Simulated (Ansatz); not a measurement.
CH6Si2, SMILES `C[SiH]=[SiH2]` (charge 0, multiplicity 1).

The numbers are results of frozen-core CCSDTQ/6-31g // PBE0-D3(BJ)/def2-TZVP in Ansatz (a first-principles code), not measurements.

Ansatz 0.2 input:
```yaml
crystal:
  periodic: [false, false, false]
  atoms:
    - { symbol: C, position_ang: [1.56745, -0.220989, 0.157022] }
    - { symbol: Si, position_ang: [-0.041875, 0.68186, -0.139008] }
    - { symbol: Si, position_ang: [-1.972972, -0.244679, -0.041332] }
    - { symbol: H, position_ang: [1.413201, -1.299322, 0.097134] }
    - { symbol: H, position_ang: [1.97723, 0.02146, 1.140075] }
    - { symbol: H, position_ang: [2.305301, 0.063834, -0.597215] }
    - { symbol: H, position_ang: [0.048038, 2.151785, 0.046797] }
    - { symbol: H, position_ang: [-3.182447, 0.544732, -0.369696] }
    - { symbol: H, position_ang: [-2.113927, -1.698683, -0.293778] }
basis:
  gaussian: { orbitals: "6-31g" }
correlation:
  method: ccsdtq
```

Output:

```
Functional definition: HF
1063 factors; integrals over basis functions are off by at most 2.6e-7 eV
mean field evaluation 1: about -16843.9048 eV, gradient 1.7e1 eV
mean field evaluation 2: about -16843.9046 eV, gradient 1.7e1 eV
mean field evaluation 4: about -16844.9672 eV, gradient 1.8e0 eV
mean field evaluation 8: about -16844.9796 eV, gradient 1.6e-2 eV
mean field evaluation 16: about -16844.9807 eV, gradient 2.1e-1 eV
mean field -16844.97962608 eV, -619.0415833212 hartree, gradient 2.6e-6 eV, S^2 0.000000; 1 other end points of the search recorded, 0 dependent functions left out; unrestricted orbitals would lower it
mean field evaluation 32: about -16845.1360 eV, gradient 2.7e-1 eV
11 core orbitals not correlated
reference -16844.97962608 eV, -619.0415833212 hartree; 9, 9 occupied and 27, 27 virtual orbitals, 1063 factors
second order -5.53999310 eV of doubles, -0.00000000 eV of singles
cycle   1  -6.34103910 eV  change   -8.0e-1 eV  update   9.4e-2
cycle   2  -6.93013256 eV  change   -5.9e-1 eV  update   4.6e-2
cycle   3  -6.99519267 eV  change   -6.5e-2 eV  update   1.9e-2
cycle   4  -6.98856543 eV  change    6.6e-3 eV  update   8.0e-3
cycle   5  -6.99255224 eV  change   -4.0e-3 eV  update   3.3e-3
cycle   6  -6.99188291 eV  change    6.7e-4 eV  update   1.2e-3
cycle   7  -6.99073824 eV  change    1.1e-3 eV  update   5.0e-4
cycle   8  -6.99071132 eV  change    2.7e-5 eV  update   1.9e-4
cycle   9  -6.99081928 eV  change   -1.1e-4 eV  update   8.7e-5
cycle  10  -6.99081646 eV  change    2.8e-6 eV  update   3.2e-5
cycle  11  -6.99081523 eV  change    1.2e-6 eV  update   1.5e-5
cycle  12  -6.99081930 eV  change   -4.1e-6 eV  update   7.9e-6
cycle  13  -6.99081764 eV  change    1.7e-6 eV  update   2.6e-6
cycle  14  -6.99081820 eV  change   -5.6e-7 eV  update   1.3e-6
Total energy: -16851.97044428 eV, -619.2984911516 hartree
```
